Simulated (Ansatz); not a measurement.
`C[SiH](F)[SiH2]Cl` + H₂O → `O[SiH](F)[SiH2]Cl` + CH₄ at 700 K and 1 bar (formal hydrolysis of the Si–C bond).

Computed with Ansatz on PBE0-D4/def2-TZVP structures; ΔE is electronic, products minus reactants. CCSD(T)/CBS adds triple-zeta CCSD(T) − MP2 to the extrapolated MP2 energy (def2 sets, frozen cores). This one scheme is used for every species. One conformer a species, not always the lowest.

```tsv
species	CCSD(T)/CBS energy (Eh)	H − E (kJ/mol)	S (J/(mol·K))
`C[SiH](F)[SiH2]Cl`	-1179.51385	265.8	516.4
H₂O	-76.37941	80.5	218.4
`O[SiH](F)[SiH2]Cl`	-1215.47124	199.8	489.8
CH₄	-40.46206	145.9	224.0
```

H − E and S are ideal-gas, rigid-rotor, harmonic terms from PBE0-D4/def2-TZVP, for one conformer and one mirror image of each species. 1 Eh = 2625.50 kJ/mol, R = 8.31446 J/(mol·K).

Q: By hand: ΔE, ΔH, ΔS and ΔG.

A: ΔE = (-1215.47124) + (-40.46206) − (-1179.51385) − (-76.37941) = -0.04004 Eh = -105.1 kJ/mol. Δ(H − E) = 199.8 + 145.9 − 265.8 − 80.5 = -0.6, so ΔH = -105.7 kJ/mol. ΔS = 489.8 + 224.0 − 516.4 − 218.4 = -21.0 J/(mol·K). ΔG = -105.7 − 700 × (-21.0)/1000 = -91.0 kJ/mol.

Q: By hand: the equilibrium constant, and the temperature at which ΔG would vanish if ΔH and ΔS stayed fixed.

A: log₁₀ K = −ΔG/(RT ln 10) = 6.8. ΔG = 0 at ΔH/ΔS = 5033 K, far beyond where these terms or the molecules hold.

ΔH outweighs TΔS. A doubt of 5 kJ/mol in ΔE shifts log₁₀ K by 0.4 here. Other conformers and mirror images would add mixing entropy, several J/(mol·K) or more a flexible species. Modes under 60 cm⁻¹, often nearly free rotors, make the harmonic entropy too high. These are equilibria of isolated gas molecules and say nothing of rates. Largest T1 diagnostic: 0.012 (customary marks: 0.02 for closed shells, 0.045 for open ones).
